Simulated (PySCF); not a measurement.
C₃H₆AlBO₄.
SMILES: `OB(O)C1=C[O][AlH2-][O+]=C1`

A linear-response calculation (PySCF, def2-SVPD basis, gas phase, vertical, core orbitals frozen in the response) gave these numbers; the functional is withheld.

Orbital energies (eV): HOMO-3 -10.72, HOMO-2 -10.06, HOMO-1 -9.55, HOMO -8.53, LUMO -1.17, LUMO+1 -0.12, LUMO+2 1.15.

```tsv
state	E (eV)	f	main configurations (H = HOMO, L = LUMO)
S1	4.42	0.065	H→L (98%)
S2	4.58	0.0012	H-2→L (97%)
S3	5.64	0.097	H-1→L (97%)
S4	5.76	0.0000	H-4→L (50%), H-3→L (38%), H-2→L+3 (8%)
S5	6.38	0.0052	H→L+1 (78%), H-1→L+1 (12%)
S6	6.76	0.0000	H-3→L (46%), H-4→L (38%), H→L+5 (9%)
```

Triplets, Tamm–Dancoff:

```tsv
state	E (eV)	λ (nm)	main configurations (H = HOMO, L = LUMO)
T1	3.07	403.4	H→L (74%), H-1→L (25%)
T2	4.21	294.6	H-2→L (96%)
T3	5.18	239.3	H-1→L (73%), H→L (25%)
T4	5.42	228.9	H-4→L (49%), H-3→L (33%), H-2→L+3 (12%)
```

Vertical ionisation energy by ΔSCF with the same functional: 9.27 eV. Mean static polarisability: 89.7 au.

Problem. Name the functional.
A. PBE0
B. HF
C. PBE
D. CAM-B3LYP

Solution. D. CAM-B3LYP is range-separated, 19% exact exchange at short range and 65% at long range (ω = 0.33 bohr⁻¹). In this run −ε(HOMO) = 8.53 eV differs from the ΔSCF value by -0.74 eV, and S1 differs from the orbital gap of 7.35 eV by -2.94 eV. The ratio −ε(HOMO)/IP is 0.92. Usual ranges for neutral molecules in this basis: 0.85 to 0.93 with CAM-B3LYP, 0.5 to 0.7 with PBE, 0.7 to 0.83 with PBE0; Hartree–Fock can't fall below 1, since the ion's relaxation only lowers the ΔSCF value.

Computed, not measured: PySCF, TDDFT CAM-B3LYP/def2-SVPD, vertical, gas phase, core orbitals frozen in the response. The structure is a single PBE0-D3(BJ)/def2-SVP conformer in the gas phase; no vibrational or solvent corrections.

The run took 4.1 min wall on one thread of an Arm Neoverse V1, no GPU, shared host, and the process peaked at 1.4 GiB of memory.

The values belong to the conformer `[OH:1][B:2]([OH:3])[C:4]1=[CH:5][O:6][AlH2-:7][O+:8]=[CH:9]1`: O1–B2–C4–C5 180°, H–O1–B2–O3 -1°, H–O3–B2–O1 0°.
